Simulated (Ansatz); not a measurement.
# Worked example: Ge(CH3)3Br + C2H5ClSi → Ge(CH3)3Cl + C2H5BrSi

Species: Ge(CH3)3Br (bromotrimethylgermane), singlet; C2H5ClSi `C=C[SiH2]Cl`, singlet; Ge(CH3)3Cl (chlorotrimethylgermane), singlet; C2H5BrSi `C=C[SiH2]Br`, singlet. The partners trade Br for Cl: Ge–Br and Si–Cl bonds give way to Ge–Cl and Si–Br.

Shapes, held fixed at every level: PBE0-D4/def2-TZVP. Flexible molecules stand in one conformer, not always the lowest. Programs: Ansatz 0.2.0. The zero-point and thermal change to 298 K, harmonic and unscaled (PBE0-D4/def2-TZVP), is -0.4 kJ/mol.

At CCSD(T)/def2-TZVPP; 1 Eh = 2625.50 kJ/mol:

| species | energy (Eh) |
| --- | --- |
| Ge(CH3)3Br | -4767.911709 |
| C2H5ClSi | -827.881609 |
| Ge(CH3)3Cl | -2654.930866 |
| C2H5BrSi | -2940.858206 |

Task: Work out ΔH(298 K) of the reaction at this level.

Result: 
1. Products less reactants: (-2654.930866) + (-2940.858206) − [(-4767.911709) + (-827.881609)] = 0.004246 Eh = +11.1 kJ/mol.
2. With the thermal change: +11.1 + (-0.4) = +10.7 kJ/mol.

Other levels give +9.3 (SPW92/def2-TZVPP) to +11.2 kJ/mol (BHLYP-D4/def2-TZVPP). No measured value is set beside it here. Relativity is left out for Br, Ge. Outer-core shells of Br, Ge are correlated in most correlated rows, in sets that cover them unevenly.
